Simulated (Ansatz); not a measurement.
Potential energy curve for OH (cation, charge +1), triplet.

Methods: UKS-PBE = Ansatz (an electronic-structure program) with unrestricted PBE/cc-pVDZ; UKS-B3LYP = unrestricted B3LYP/cc-pVDZ in Ansatz; FCI = full CI/cc-pVDZ, frozen core (Ansatz).

Energies relative to the lowest point of each curve near equilibrium, in kJ/mol; the last columns give the error against full CI:

| R / Å | UKS-PBE | UKS-B3LYP | FCI | UKS-PBE − FCI | UKS-B3LYP − FCI |
|---|---|---|---|---|---|
| 0.79 | 201.6 | 193.5 | 189.4 | 12.2 | 4.1 |
| 0.83 | 130.3 | 123.6 | 119.4 | 10.9 | 4.2 |
| 0.87 | 79.3 | 74.0 | 70.1 | 9.2 | 3.9 |
| 0.94 | 25.8 | 22.8 | 20.0 | 5.8 | 2.7 |
| 0.96 | 16.8 | 14.4 | 12.1 | 4.7 | 2.3 |
| 0.99 | 7.3 | 5.8 | 4.3 | 3.0 | 1.5 |
| 1.04 | 0.0 | 0.0 | 0.0 | 0.0 | 0.0 |
| 1.09 | 0.9 | 2.3 | 3.9 | -3.0 | -1.6 |
| 1.15 | 9.4 | 12.5 | 16.0 | -6.6 | -3.5 |
| 1.20 | 20.7 | 25.1 | 30.2 | -9.6 | -5.1 |
| 1.28 | 43.7 | 50.1 | 57.7 | -13.9 | -7.5 |
| 1.37 | 73.3 | 81.7 | 91.7 | -18.4 | -10.0 |
| 1.54 | 130.2 | 141.5 | 156.3 | -26.0 | -14.8 |
| 1.72 | 182.8 | 195.9 | 217.9 | -35.1 | -22.0 |
| 1.88 | 218.9 | 233.8 | 265.1 | -46.1 | -31.2 |
| 2.07 | 249.7 | 267.3 | 312.0 | -62.4 | -44.7 |
| 2.28 | 272.2 | 293.5 | 353.8 | -81.5 | -60.2 |
| 2.51 | 287.7 | 312.9 | 388.9 | -101.2 | -76.0 |
| 2.86 | 299.5 | 329.9 | 424.9 | -125.4 | -94.9 |
| 3.09 | 302.1 | 335.5 | 439.0 | -136.8 | -103.5 |
| 3.59 | 300.6 | 338.5 | 452.4 | -151.8 | -113.9 |
| 4.13 | 294.3 | 335.3 | 455.5 | -161.2 | -120.2 |

UKS-PBE is furthest from FCI at 4.13 (-161.2 kJ/mol, below); its mean absolute error over the points is 46.6 kJ/mol.

UKS-B3LYP is furthest from FCI at 4.13 (-120.2 kJ/mol, below); its mean absolute error over the points is 33.1 kJ/mol.

The unrestricted determinant behind UKS-PBE is spin-contaminated at 1.88 to 4.13 Å (<S²> up to 2.5, against 2.00 for a pure triplet). The unrestricted determinant behind UKS-B3LYP is spin-contaminated at 1.72 to 4.13 Å (<S²> up to 2.5, against 2.00 for a pure triplet).
